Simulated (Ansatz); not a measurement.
# What each rung costs, and what it gives

The pair of K⁺ (SMILES [K+], atom 1) and SiH$_{3}$Cl (SMILES [SiH3]Cl, atoms 2–6), both closed shells, in one local arrangement (a lower one may exist), relaxed at PBE0-D4/def2-TZVP:

K1  (-0.682, -1.886, -3.247)
Si2  (0.221, 0.390, 0.812)
Cl3  (-0.765, 0.282, -1.049)
H4  (1.014, -0.852, 0.915)
H5  (-0.850, 0.467, 1.823)
H6  (1.062, 1.599, 0.745)
(Å)

Interaction energies are counterpoise-corrected; the time is that of the whole pair.

Ansatz 0.2.0; basis: as named in each row; cores frozen in the correlated methods. The outer core shell of Li, Na, Mg and K is correlated. The def2 sets are not built for correlating such inner shells, so the correlated values are less sure here. B3LYP uses VWN-RPA correlation. Extrapolation: Hartree–Fock as exp(−7.88 √X), correlation as X^−2.97.

Times are rough, for one single point on 2 threads of a shared host (Arm Neoverse V2).

The estimate by CCSD(T) at an estimated basis limit (MP2 extrapolated from triple and quadruple zeta, plus CCSD(T) − MP2 in triple zeta) is -11.10 kcal/mol.

```
   method        basis  time (s)  interaction energy (kcal/mol)  method less estimate
       HF       STO-3G   under 1                         -16.00                 -4.90
   PBE-D4       STO-3G   under 1                         -18.19                 -7.10
    SPW92     def2-SVP   under 1                         -13.12                 -2.02
   PBE-D4     def2-SVP   under 1                         -12.10                 -1.00
 B3LYP-D4        6-31G         1                         -14.53                 -3.43
  PBE0-D4     def2-SVP         1                         -12.23                 -1.13
  CCSD(T)     def2-SVP         1                         -10.48                  0.62
   PBE-D4  def2-TZVPPD         3                         -11.16                 -0.06
revPBE-D4  def2-TZVPPD         3                         -10.41                  0.69
  BLYP-D4  def2-TZVPPD         3                         -11.18                 -0.08
 HSE06-D4  def2-TZVPPD         3                         -11.21                 -0.11
  PBE0-D4  def2-TZVPPD         4                         -11.20                 -0.10
 B3LYP-D4  def2-TZVPPD         4                         -11.46                 -0.36
r2SCAN-D4  def2-TZVPPD         6                         -10.57                  0.53
   B2PLYP  def2-TZVPPD         6                         -10.44                  0.66
  wB97M-V     def2-SVP         8                         -12.24                 -1.14
  wB97X-V  def2-TZVPPD        10                         -11.03                  0.07
      MP2  def2-QZVPPD        12                         -11.05                  0.05
   B97M-V  def2-TZVPPD        12                         -10.34                  0.76
  wB97M-V  def2-TZVPPD        13                         -10.92                  0.18
  CCSD(T)  def2-TZVPPD        37                         -10.10                  1.00
```

No T1 diagnostic of these runs exceeds 0.009.
